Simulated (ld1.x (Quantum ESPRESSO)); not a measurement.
**chlorine (Cl): TM pseudisation with PBE, non-relativistic reference atom.**

```
Element                 : Cl (Z = 17)
Generator               : ld1.x (Quantum ESPRESSO) 7.5
Type                    : norm-conserving Troullier–Martins (Kleinman–Bylander form)
Functional              : PBE
Relativity              : non-relativistic
Frozen core             : [Ne]
Valence charge          : 7
Reference configuration : 3s2 3p5
Partial waves           : 3s (bound): rc 0.90 bohr; 3p (bound): rc 1.40 bohr; 3d channel at -0.05 Ry: rc 1.10 bohr
Local potential         : all-electron potential smoothed inside 1.35 bohr (lloc = -1)
Core correction         : a·sin(br)/r model core, default radius (core density twice the valence density)
```

All-electron outer shells of the reference configuration (PBE, non-relativistic, ld1.x):

```
shell  level (eV)  outermost node (bohr)  outermost maximum (bohr)
   2p     -191.57                      –                      0.30
   3s      -20.53                   0.56                      1.29
   3p       -8.61                   0.53                      1.43
```

What the tests gave:

* Cutoffs needed: 110 Ry and 300 Ry (the cutoffs (Ry, on a coarse ladder) from which the occupation-weighted sum of valence levels, in a spherical-Bessel basis at the reference potential, stays within 10 and 1 mRy of its value at 400 Ry)
* Ghost test: no extra level below or beside the all-electron valence levels (s, p, d, f tested) (spherical-Bessel basis up to 400 Ry, 20 bohr box)
* Largest excitation error: +338 meV (all-electron minus pseudo) for 3s2 3p1, out of 7 test configurations

Generation and tests took about 0.69 s on one core of a shared server CPU.
